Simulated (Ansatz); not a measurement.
System: sum formula ZnO2H2, net charge 1, doublet state. The spin state was set by rule; other spins were not relaxed. SMILES of the parent species: [OH][Zn][OH]
Geometry from a B3LYP-D3(BJ)/def2-TZVP (Ansatz, a program for electronic structure) optimisation:
```xyz
5

Zn    -0.0009     0.0183     0.0023
O      1.3567     0.0958    -1.1564
H      1.7616     0.9376    -1.4351
O     -1.3449    -0.3284     1.1272
H     -1.8285     0.3738     1.5996
```
Charge +1, spin multiplicity 2.

### Question
Give the harmonic wavenumbers at B3LYP-D3(BJ)/def2-TZVP (Ansatz, finite differences of forces, unscaled).

### Answer
140, 143, 445, 547, 621, 683, 727, 3685, 3705 cm⁻¹. Zero-point energy 15.3 kcal/mol.

### Question
From these and the geometry, give the ideal-gas thermochemistry at 298.15 K and 1 atm (rigid rotor, harmonic oscillator).

### Answer
Point group C2v, rotational symmetry number 2. Rotational constants 379.7, 4.479, 4.427 GHz. S(trans) 39.70, S(rot) 19.91, S(vib) 7.94, S(elec, spin only) 1.38, S 68.9 cal/(mol K). H(298) - H(0) 3.72 kcal/mol; G - E(el) -1.5 kcal/mol.
